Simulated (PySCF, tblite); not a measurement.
## A complex of BeF2 and acetonitrile

A gas-phase complex of BeF2 and acetonitrile; neutral, singlet. The structure comes from a short search (6 tight-binding starts) and was relaxed by PBE0-D3(BJ)/def2-SVPD; another way of binding may lie lower. Frequencies by PBE0-D3(BJ)/def2-SVPD show no clear imaginary mode.

| part | name | SMILES | atoms | charge | multiplicity |
| --- | --- | --- | --- | --- | --- |
| 1 | BeF2 | [F][Be][F] | 1–3 | 0 | 1 |
| 2 | acetonitrile | CC#N | 4–9 | 0 | 1 |

Coordinates in Å:
```
F1     -0.420    0.713   -1.356
Be2    -0.353   -0.127   -0.195
F3     -1.174   -0.464    0.930
C4      3.459   -2.194   -0.051
C5      2.184   -1.519   -0.097
N6      1.171   -0.978   -0.139
H7      3.577   -2.701    0.916
H8      3.511   -2.934   -0.861
H9      4.266   -1.460   -0.180
```

```csv
contact,kind (by geometry),distance (Å),angle (°)
Be2···N6,bond,1.746,-
```

The parts are joined by the bond Be2–N6, so these are energies of forming such bonds; deforming the relaxed parts to their shape in the adduct costs 10.9 kcal/mol, which the interaction energies leave out.

Interaction energies are complex less parts, with the parts frozen as they stand in it; counterpoise-corrected, in kcal/mol (PySCF).

Problem. Give the interaction energy at each level run.

Solution. 
| level | interaction | superposition error removed |
| --- | --- | --- |
| wB97M-D3(BJ)/def2-TZVPD | -30.67 | -1.15 |
| PBE0-D3(BJ)/def2-TZVPD | -32.62 | -1.25 |

Problem. What holds them together? Decompose the wB97M-D3(BJ)/def2-TZVPD energy: frozen parts, their antisymmetrised product, then relaxation.

Solution. electrostatic -42.2, Pauli repulsion +41.4, orbital relaxation -29.7, dispersion correction -1.3 kcal/mol, which sum to the value before the counterpoise correction; the Pauli term holds the exchange-correlation of the frozen density too. Of the attraction, 58 % is electrostatic, 41 % is orbital relaxation, 2 % is dispersion correction.

The parts were also relaxed and run alone, at the levels used for the complex: shieldings by PBE0/pcSseg-2; core levels by delta-SCF with SCAN, pcX-2 on the ionised atom and pcseg-1 elsewhere, spin-free X2C.

Values alone: shielding of Be2 (ppm): 105.9; shielding of N6 (ppm): -38.2; F1 1s core level (eV): 692.85; Be2 1s core level (eV): 123.69; N6 1s core level (eV): 405.35.

Problem. What does binding change?

Solution. 
```
              property   alone  in the complex  change
shielding of Be2 (ppm)   105.9           106.5    +0.6
 shielding of N6 (ppm)   -38.2            25.4   +63.6
 F1 1s core level (eV)  692.85          690.25   -2.60
Be2 1s core level (eV)  123.69          120.49   -3.20
 N6 1s core level (eV)  405.35          407.32   +1.97
```

The core-hole state of N6 is spin-contaminated (⟨S²⟩ 0.81 against 0.75 for a pure doublet), so that value and differences from it are less sure.

Problem. What are the binding energy from relaxed parts (wB97M-D3(BJ)/def2-TZVPD), and ΔH and ΔG of association at 298.15 K and 1 atm?

Solution. -19.78 kcal/mol, -18.50 with zero-point energy; ΔH -18.6 and ΔG -10.5 kcal/mol, from harmonic vibrations by PBE0-D3(BJ)/def2-SVPD with low modes damped.
